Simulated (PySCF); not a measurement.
Electron correlation in S²⁺ (sulfur, charge +2)

[Ne] 3s2 3p2, high-spin 3P determinant. Computed with PySCF 2.14 in pcseg-2 (5s4p2d1f, 34 functions), with no relativity, point nucleus. Frozen: [Ne]; 4 electrons correlated.

MP2 pair energies summed by pair of shells (mhartree):

```json
{"pair": "3s-3p", "energy": "-40.66", "share (%)": "62.9"}
{"pair": "3s-3s", "energy": "-17.13", "share (%)": "26.5"}
{"pair": "3p-3p", "energy": "-6.86", "share (%)": "10.6"}
```

Total MP2 correlation energy: -64.65 mhartree.

Same-spin part -10.64 and opposite-spin part -54.00 mhartree; SCS-MP2 scales them by 1/3 and 6/5 to -68.35 mhartree.

```json
{"level": "CCSD", "correlation energy (mhartree)": "-86.44"}
{"level": "(T)", "correlation energy (mhartree)": "-2.00"}
{"level": "CCSD(T)", "correlation energy (mhartree)": "-88.44"}
```

Diagnostics: T1 = 0.0080, D1 = 0.0206, largest double amplitude 0.105.

Task: Is a single reference adequate?

Result: Mostly. T1 lies below 0.03, but a double amplitude of this size points to a near-degeneracy that CCSD handles and MP2 describes poorly.
